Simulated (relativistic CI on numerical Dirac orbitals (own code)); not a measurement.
# Pt3+ (5d7) in a crystal field

Calculated by Dirac-Coulomb-Breit CI, orbitals from a KLI potential per configuration, model QED, valence Slater integrals scaled by 0.65, one configuration in a parametric crystal field (own radial code).

Field parameters in Wybourne normalisation: Oh B⁴₀ = 21Dq, B⁴₄ = √(5/14) B⁴₀. The field is a parameter set, without covalency.

S is read from ⟨S²⟩ = S(S + 1).

Levels (cm⁻¹, degeneracy): 0 (4), 9723 (2), 11775 (4), 18106 (2), 18821 (4), 20348 (4), 24844 (2), 25689 (4), 26818 (2), 28618 (4), 31089 (2), 35186 (2).

**Question.** Which field gives this pattern?
A. Oh, 10Dq = 35050 cm⁻¹
B. Oh, 10Dq = 12600 cm⁻¹
C. Oh, 10Dq = 23850 cm⁻¹
D. Oh, 10Dq = 18250 cm⁻¹

**Answer.** C. Oh, 10Dq = 23850 cm⁻¹, ground level with S = 0.67.
